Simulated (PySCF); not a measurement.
**Selenium: a sound run and one with changed settings**

Sound run: Se [Ar] 3d10 4s2 4p4, Se⁺ [Ar] 3d10 4s2 4p3. Calculation: PySCF 2.14, in aug-cc-pVDZ-PP with ECP10MDF (5s4p3d, 32 functions); a scalar-relativistic core potential. In the sound run the correlated levels freeze 3s2 3p6 3d10 outside the core potential. The sound run starts from symmetry-adapted Hartree-Fock orbitals and uses a fine grid where one is needed.

Changed run: initial guess minao, at most 50 SCF cycles, level shift 2.0 hartree.

```csv
species,method,sound run (hartree),changed run (hartree),converged
Se,UHF,-371.84603,-371.84603,yes
Se,MN15,-373.52765,-373.52765,yes
Se,PBE,-373.10461,-373.10461,yes
Se,MP2,-371.92173,-371.87209,yes
Se,CCSD(T),-371.93963,-371.93963,yes
Se⁺,UHF,-371.53325,-371.53325,yes
Se⁺,MN15,-373.18422,-373.18422,no
Se⁺,PBE,-372.75275,-372.75275,yes
Se⁺,MP2,-371.59085,-371.55343,yes
Se⁺,CCSD(T),-371.60648,-371.60648,yes
```

Ionisation energy of Se:

```tsv
method	sound run (eV)	changed run (eV)
UHF	8.511	8.511
PBE	9.574	9.574
MP2	9.004	8.671
SCS-MP2	9.021	8.681
CCSD	9.047	9.047
CCSD(T)	9.066	9.066
```

A level shift leaves the converged SCF energy unchanged but raises the virtual orbital energies, which shrinks MP2 if it is not removed.

For comparison, NIST gives 9.752 eV between the lowest levels.
